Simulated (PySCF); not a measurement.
Electron correlation in Xe²⁺ (xenon, charge +2)

[Kr] 4d10 5s1 5p5, high-spin 3P determinant (an excited configuration). Computed with PySCF 2.14 in aug-cc-pVQZ-DK3, with the spin-free X2C one-electron Hamiltonian (Gaussian nucleus). Frozen: [Kr] 4d10; 6 electrons correlated.

MP2 pair energies summed by pair of shells (mhartree):

```csv
pair,energy,share (%)
5p-5p,-124.20,88.6
5s-5p,-15.99,11.4
```

Total MP2 correlation energy: -140.19 mhartree.

Same-spin part -24.05 and opposite-spin part -116.14 mhartree; SCS-MP2 scales them by 1/3 and 6/5 to -147.38 mhartree.
